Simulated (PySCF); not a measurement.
**Spin states of CsB**

Unrestricted PBE0; PySCF, scalar-relativistic core potentials, basis sets Cs def2-SVP with ECP46, B def2-SVP. Outer shells of the fragments: Cs 6s1; B 2s2 2p1.

Followed along the bond (rough minima from three points):

```tsv
2Ms+1	unpaired	⟨S²⟩ at the start	R at minimum (Å)	Te (eV)
3	σ ↑, π ↑	2.00	3.18	0.00
3	π ↑↑	2.00	2.85	0.08
1	σ ↑, π ↓	1.01	3.21	0.22
1	π ↑↓	1.00	2.85	0.32
1	none	0.00	3.53	0.74
```

Solutions found at the starting distance of 3.020 Å, counted from the lowest of them; the search is not exhaustive and high or unbound solutions are not listed, so other states can lie among these:

```
2Ms+1    unpaired   term  E (eV)  ⟨S²⟩  ⟨Lz²⟩   μ (D)
    3    σ ↑, π ↑     ³Π    0.00  2.00   1.00   -7.99
    3        π ↑↑    ³Σ⁻    0.10  2.00   0.00  -10.21
    1    σ ↑, π ↓  mixed    0.23  1.01   1.00   -7.50
    1        π ↑↓  mixed    0.33  1.00   2.01  -10.08
    1        none    ¹Σ⁺    0.98  0.00   0.00   -5.06
    1        none  mixed    1.14  0.00   2.00   -9.46
    3        σ ↑↑    ³Σ⁺    1.41  2.00   0.00    2.19
    3        π ↑↑  mixed    2.50  2.00   2.00    3.47
    3    σ ↑, δ ↑     ³Δ    2.97  2.00   4.00    0.70
    1    π ↑, δ ↓  mixed    2.97  1.00   5.00    0.39
    3  σ ↑↑, π ↑↓  mixed    4.16  3.00   2.00   -9.62
    3  σ ↑↑↑, π ↓  mixed    6.21  3.00   1.01    1.95
```

A term symbol is given only where ⟨S²⟩ and ⟨Lz²⟩ are close to those of a pure state; real π, δ and φ orbitals otherwise mix terms. A positive dipole means Cs(−)B(+).

Spin–orbit coupling is left out.
